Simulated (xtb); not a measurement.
ClCs, triplet, at the geometry of the source list (GFN-xTB shapes and energies of metal compounds can be far from the true ones) (a higher spin typed on purpose: for a closed-shell molecule this is an excited state), atoms displaced at random by about 0.05 Å a coordinate. Base run: xtb with GFN1-xTB.

Input for xtb:
```
$ xtb mol.xyz --gfn 1 --uhf 2 --opt --json

# file mol.xyz
2

Cs    -0.84663426    -0.76411130    -0.80592773
Cl     0.96798441     0.82824166     0.98138998
```

The base run was repeated with changes; each row names its change, and settings that it needs were set with it.

```
change              ΔE vs base (µEh)  optimiser steps
------------------  ----------------  ---------------
base                             0.0                4
engine = lbfgs                   0.0                -
opt level = crude                267                1
engine = inertial               36.0                -
opt level = tight                0.0                4
alpb = toluene                   325                4
alpb = chcl3                   -2618                4
opt level = vtight               0.0                5
opt level = lax                  0.2                3
opt level = loose                267                1
```
